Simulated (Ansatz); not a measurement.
Relaxation of BrH5Sn (7 atoms, charge 0, multiplicity 1), to a largest force component of 0.03 eV/Å in at most 50 steps.

The calculation used RKS PBE/def2-SVP in Ansatz 0.2.0.

```xyz
7
Properties=species:S:1:pos:R:3:forces:R:3
Sn -0.521 0.000 -0.463 -0.48 0.00 -0.04
H 0.199 0.003 2.399 1.70 0.01 -0.60
H 0.918 0.000 0.480 0.00 0.00 0.01
H -0.661 1.433 -1.412 0.00 -0.01 0.00
H -0.661 -1.433 -1.412 0.00 0.01 0.00
Br -2.597 0.000 1.058 0.28 0.00 -0.38
H -0.428 -0.002 2.758 -1.50 -0.01 1.02
```

Question: Where does it end, and by what steps?

Answer: The forces met the threshold. The force dipped under the threshold on the way, but the program's further checks kept it going. After 13 steps the energy has fallen by 0.230 eV; H2 moved furthest, 1.17 Å.

```tsv
step	energy less start (eV)	largest force component (eV/Å)	accepted
0	0.0000	1.705	yes
1	-0.1301	0.231	yes
2	-0.1769	0.383	yes
3	-0.2055	0.154	yes
4	-0.2209	0.140	yes
5	-0.2266	0.049	yes
6	-0.2121	0.838	no
7	-0.2290	0.010	yes
8	-0.2283	0.261	no
9	-0.2295	0.026	yes
10	-0.2298	0.046	yes
11	-0.2300	0.096	yes
12	-0.2302	0.043	yes
13	-0.2303	0.001	yes
```

```xyz
7
Properties=species:S:1:pos:R:3
Sn -0.599 0.000 -0.798
H 0.349 0.000 3.563
H 0.847 0.000 0.139
H -0.770 1.431 -1.744
H -0.770 -1.431 -1.744
Br -2.514 0.000 0.851
H -0.295 0.000 3.141
```

Whether the end is a true minimum wasn't checked by a vibrational analysis.

The run took 33 s on 1 thread of Arm Neoverse V2, with other jobs on the host, peak memory 0.12 GiB.
